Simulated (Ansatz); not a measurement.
Program: Ansatz. Geometries: PBE0-D4/def2-TZVP. ΔE: electronic, gas phase. CCSD(T)/CBS adds triple-zeta CCSD(T) − MP2 to the extrapolated MP2 energy (def2 sets, frozen cores). This one scheme is used for every species, atoms too. Functionals use def2-TZVPP. B3LYP here is the variant with VWN-RPA as its local correlation; programs differ in this. No spin–orbit coupling; open shells (•) take unrestricted orbitals. Spin–orbit coupling would lower the free atoms: a little for C, O, Si; clearly for Se. For Se outer-core shells are correlated without core-valence functions, so the limit isn't a true one: a few kJ/mol of doubt a bond, and 10 to 20 or more in all where bonds break to atoms. Scalar relativity is left out up to krypton. Each species was taken in one conformer, which may not be the lowest.

`O=C(O)[SiH2][SeH]` → C• + 4 H• + 2 O• + Se• + Si•  (atomization)

`O=C(O)[SiH2][SeH]`:

Cartesian coordinates in Å:
```
O 0.543 -2.137 0.188
C 0.458 -0.996 -0.175
O 1.412 -0.391 -0.906
Si -1.029 0.163 0.208
Se -0.362 1.959 1.427
H 2.123 -1.038 -1.046
H -1.642 0.563 -1.082
H -1.975 -0.593 1.055
H 0.471 2.470 0.330
```

| level | ΔE (eV) | difference from CCSD(T)/CBS |
| --- | --- | --- |
| PBE-D4 | 34.51 | 0.91 |
| r2SCAN-D4 | 33.72 | 0.12 |
| PBE0-D4 | 33.43 | -0.17 |
| B3LYP-D4 | 33.38 | -0.22 |
| ωB97X-V | 33.68 | 0.08 |
| ωB97M-V | 33.54 | -0.06 |
| B2PLYP | 33.04 | -0.56 |
| PBE | 34.29 | 0.69 |
| r2SCAN | 33.67 | 0.07 |
| PBE0 | 33.24 | -0.36 |
| B3LYP | 33.03 | -0.57 |
| HF/def2-TZVPP | 22.57 | -11.03 |
| MP2/def2-TZVPP | 33.35 | -0.25 |
| SCS-MP2/def2-TZVPP | 33.01 | -0.59 |
| CCSD/def2-TZVPP | 31.76 | -1.84 |
| CCSD(T)/def2-TZVPP | 32.48 | -1.12 |
| HF/def2-QZVPP | 22.61 | -10.99 |
| MP2/def2-QZVPP | 34.01 | 0.41 |
| SCS-MP2/def2-QZVPP | 33.73 | 0.13 |
| HF/CBS(def2) | 22.62 | -10.98 |
| MP2/CBS(def2) | 34.47 | 0.87 |
| CCSD/CBS(def2) | 32.87 | -0.73 |
| CCSD(T)/CBS | 33.60 | 0 |

Largest T1 diagnostic among the species: 0.014.

From PBE to PBE0 (25 % exact exchange), in def2-TZVPP and without D4, ΔE moves by −1.04 eV: exact exchange takes away binding that semilocal exchange gives to molecules. In def2-TZVPP, CCSD(T) changes the Hartree–Fock value by +9.91 eV (the triples alone add +0.72 eV) and MP2 by +10.78 eV; breaking electron pairs costs correlation energy, which Hartree–Fock lacks. The D4 term adds +0.36 eV with B3LYP and +0.19 eV with PBE0; it sums over pairs of atoms, weighted by their polarisabilities, and B3LYP, whose exchange is more repulsive, gets the larger term.

For atomizations the MP2-based limit and the directly extrapolated one differ by several kJ/mol either way, and by 10 to 25 for some Ge, Se and Sn compounds, so smaller differences from it don't rank the levels.
